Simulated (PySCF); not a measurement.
# One molecule, several mistakes: BFH3Si anion

All numbers below are calculated, not measured. The program is PySCF 2.14.0, an open-source quantum chemistry code, run on an isolated molecule that a program drew, which may never have been made. The molecule is BFH3Si anion (charge -1, singlet), drawn as the SMILES string `FB[SiH2-]`.

Each row is a Hartree-Fock (HF) and frozen-core CCSD(T) single point in the aug-cc-pV(D+d)Z basis, meant for a local HF minimum. Run 1 is clean. Each other run has one planted mistake out of seven kinds, and not every kind appears here: one electron removed, one electron added, multiplicity raised by two, geometry at a saddle point, minimal basis STO-3G, one bond length entered in bohr, all coordinates scaled. The reference is restricted for singlets and unrestricted otherwise, and also for a bond in bohr. Adding or removing an electron swaps singlet and doublet. Electrons count all cores. HOMO and LUMO are orbital energies over both spins, the gradient is its largest component, and the lowest frequency (negative if imaginary) is given only where the gradient is small. Bond lengths are over the 5 bonds as drawn. T1 is the CCSD diagnostic: over 0.02 (restricted) or 0.045 (unrestricted) a single reference is doubtful.

Geometry of the clean run:
```xyz
6
BFH3Si anion, angstrom
F    -1.8912   -0.1376   -0.1743
B    -0.7844    0.5707    0.2467
Si    0.8953    0.7605   -0.8153
H    -0.8892    0.8939    1.4196
H     1.4155    2.1316   -0.4182
H     0.4809    0.9781   -2.2600
```

```
run  electrons  basis functions  <S^2>  HOMO (eV)  LUMO (eV)  gradient (hartree/bohr)  lowest frequency (cm^-1)  mean bond (Å)  longest bond (Å)      T1  HF (hartree)  CCSD(T) (hartree)                     mistake
  1         32              105  0.000      -1.87       3.89                  4.5e-05                       262         1.5270             1.996  0.0215    -414.83341         -415.29688                    no fault
  2         31              105  0.766     -10.01      -0.21                  3.3e-02                         -         1.5270             1.996  0.0195    -414.80290         -415.22582        one electron removed
  3         32              105  2.013       0.09       3.91                  2.8e-02                         -         1.5270             1.996  0.0189    -414.77268         -415.21385  multiplicity raised by two
  4         32              105  0.000      -1.29       3.94                  5.4e-05                      -347         1.4980             1.910  0.0174    -414.82661         -415.29301                           ?
  5         32              105  0.000      -1.92       3.90                  1.2e-02                         -         1.5515             2.028  0.0220    -414.83230         -415.29690                           ?
```

**Which mistake was planted in run 4, and what did it cost?**

The gradient is small, so the point is stationary, but the lowest frequency is imaginary (-347 cm^-1). So the mistake is: geometry at a saddle point. Subtracting run 1 and multiplying by 627.51 kcal/mol a hartree, the energy moved by 4.3 kcal/mol in HF and 2.4 kcal/mol in CCSD(T).

**Which mistake was planted in run 5, and what did it cost?**

The mean and the longest bond both change by the same factor, 1.016, and the gradient is no longer small. So the mistake is: all coordinates scaled. Subtracting run 1 and multiplying by 627.51 kcal/mol a hartree, the energy moved by 0.7 kcal/mol in HF and 0.0 kcal/mol in CCSD(T).

Cautions from the logs. Run 1: T1 is over the limit, so its CCSD(T) energy is less reliable; run 3: the HOMO is above zero, so the electron isn't bound and the energy depends on the basis; run 5: T1 is over the limit, so its CCSD(T) energy is less reliable.
